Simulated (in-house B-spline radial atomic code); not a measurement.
Response and correlation along the 28-electron series, closed shell [Ar] 3d10; the second-order energy is extrapolated in partial waves. Computed with a B-spline radial code for spherical atoms: relativistic RPA and second-order many-body perturbation theory on Dirac-Hartree-Fock.

```
  ion   Z  dipole polarisability (bohr³)  quadrupole polarisability (bohr⁵)  ratio of RPA to uncoupled dipole  second order correlation energy (Eh)  C6 of two such ions (Eh bohr⁶)
Nb13+  41                       0.069064                           0.025436                           0.99055                               -1.5523                        0.051134
Mo14+  42                       0.057937                           0.019437                           0.98884                               -1.5542                        0.039702
Tc15+  43                       0.049047                           0.015065                            0.9874                               -1.5562                         0.03121
Ru16+  44                       0.041858                           0.011824                           0.98618                               -1.5583                        0.024806
Rh17+  45                              ?                                  ?                                 ?                                     ?                               ?
Pd18+  46                       0.031129                          0.0075219                           0.98428                               -1.5627                        0.016127
Ag19+  47                              ?                                  ?                                 ?                                     ?                               ?
Cd20+  48                       0.023702                          0.0049617                           0.98292                               -1.5674                        0.010833
In21+  49                       0.020839                          0.0040768                           0.98239                               -1.5698                       0.0089724
Sn22+  50                       0.018404                          0.0033727                           0.98195                               -1.5722                       0.0074785
Sb23+  51                              ?                                  ?                                 ?                                     ?                               ?
Te24+  52                       0.014529                          0.0023515                           0.98128                                -1.577                       0.0052851
```

(1) Fill in the row of Rh17+.

(2) Fill in the row of Ag19+.

(3) Fill in the row of Sb23+.

(4) How fast does the dipole polarisability fall along the series?

Results:

(1) dipole polarisability (bohr³): 0.03598; quadrupole polarisability (bohr⁵): 0.0093836; ratio of RPA to uncoupled dipole: 0.98515; second order correlation energy (Eh): -1.5605; C6 of two such ions (Eh bohr⁶): 0.019912.

(2) dipole polarisability (bohr³): 0.027091; quadrupole polarisability (bohr⁵): 0.0060842; ratio of RPA to uncoupled dipole: 0.98354; second order correlation energy (Eh): -1.5651; C6 of two such ions (Eh bohr⁶): 0.013168.

(3) dipole polarisability (bohr³): 0.016321; quadrupole polarisability (bohr⁵): 0.002808; ratio of RPA to uncoupled dipole: 0.98158; second order correlation energy (Eh): -1.5746; C6 of two such ions (Eh bohr⁶): 0.0062698.

(4) From 0.06906 to 0.01453 bohr³; a fit of its logarithm against log Z from Z = 41 to 52 has slope -6.54.
